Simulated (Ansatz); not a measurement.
Total energies of Sn19H28, a nanocrystal cut from cubic tin from Ansatz at PBE0-D4/def2-SVP, gas phase (1 Eh = 27.2114 eV = 2625.5 kJ/mol). The reference geometry is relaxed at PBE-D4/def2-SVP.

```csv
atom,x (Å),y (Å),z (Å)
Sn1,-3.7441,3.0671,0.6518
Sn2,-1.8239,2.8465,-3.5270
Sn3,-1.3524,1.7210,4.3659
Sn4,0.5323,1.4143,0.1708
Sn5,2.9488,0.1545,3.8905
Sn6,-0.6165,-2.4145,2.3773
Sn7,4.8750,-0.0694,-0.2997
Sn8,-2.9937,-1.0717,-1.3207
Sn9,1.3021,-2.6340,-1.7937
Sn10,2.4936,1.2792,-3.9998
Sn11,-3.9216,2.0154,3.2559
Sn12,-2.0288,1.5625,-1.0168
Sn13,-0.0095,1.5638,-5.2538
Sn14,-3.1632,-2.3906,1.1661
Sn15,0.3756,0.2045,2.7212
Sn16,2.3133,-0.0167,-1.4939
Sn17,4.8402,-1.1763,2.2874
Sn18,1.0665,-3.9320,0.6987
Sn19,-1.2738,-2.6110,-2.9406
H20,-5.3207,3.1758,-0.0733
H21,-3.1223,4.6876,0.7472
H22,-1.2843,4.4769,-3.2580
H23,-3.3970,2.9526,-4.2601
H24,-0.6539,3.2989,4.5757
H25,-1.4457,0.9989,5.9448
H26,1.1449,3.0375,0.3683
H27,3.4692,1.7969,4.1216
H28,2.8610,-0.5716,5.4679
H29,-0.7236,-3.1834,3.9391
H30,5.4606,1.5643,-0.1989
H31,5.9816,-0.9376,-1.3219
H32,-4.5760,-1.0081,-2.0514
H33,2.3849,-3.5388,-2.8185
H34,3.1736,2.8586,-3.7443
H35,3.5984,0.4169,-5.0289
H36,-4.8964,3.0499,4.2571
H37,-4.7012,0.4675,3.1969
H38,0.1553,2.4638,-6.7321
H39,-0.6252,-0.0038,-5.6677
H40,-4.3373,-1.6357,2.1977
H41,-3.6785,-4.0311,0.9026
H42,4.4231,-2.8566,2.1863
H43,6.4192,-1.0762,3.0081
H44,2.6230,-4.1761,1.4268
H45,0.3536,-5.4997,0.4530
H46,-1.2315,-1.9980,-4.5638
H47,-1.8748,-4.2419,-3.0140
```

| state | geometry | energy (Eh) |
| --- | --- | --- |
| charge 0 singlet | reference | -4089.03982 |
| charge 1 doublet | reference | -4088.76362 |
| charge -1 doublet | reference | -4089.09426 |
| free Sn atom (triplet) | – | -214.25429 |
| free H atom (doublet) | – | -0.50029 |

In the def2 sets Sn takes a core potential; there is no spin–orbit coupling. Single mean-field runs in def2-SVP are fitted with def2-universal-jkfit.

(1) Work out the vertical ionisation energy to the doublet.

(2) Work out the vertical electron affinity, to the doublet.

(3) Give the fundamental gap IE − EA, the Mulliken electronegativity (IE + EA)/2 and the hardness (IE − EA)/2.

(4) What is the binding energy per atom against free atoms?

(1) E(charge 1 doublet) − E(charge 0 singlet) = -4088.76362 − (-4089.03982) = 0.27620 Eh = 7.52 eV. For comparison, −ε of the highest occupied level is 6.58 eV at this level, 0.94 eV less.

(2) E(charge 0 singlet) − E(charge -1 doublet) = -4089.03982 − (-4089.09426) = 0.05444 Eh = 1.48 eV. The basis lacks diffuse functions, which makes affinities too small.

(3) From the values in Eh: IE − EA = 0.27620 − 0.05444 = 0.22176 Eh = 6.03 eV; (IE + EA)/2 = 4.50 eV; (IE − EA)/2 = 3.02 eV. The HOMO–LUMO gap of the same run is 4.31 eV, 1.72 eV smaller than the fundamental gap.

(4) Atoms: 19 × (-214.25429) + 28 × (-0.50029) = -4084.83963 Eh. Binding: -4084.83963 − (-4089.03982) = 4.20019 Eh = 114.29 eV, or 2.43 eV for each of 47 atoms (no zero-point energy, no counterpoise term).
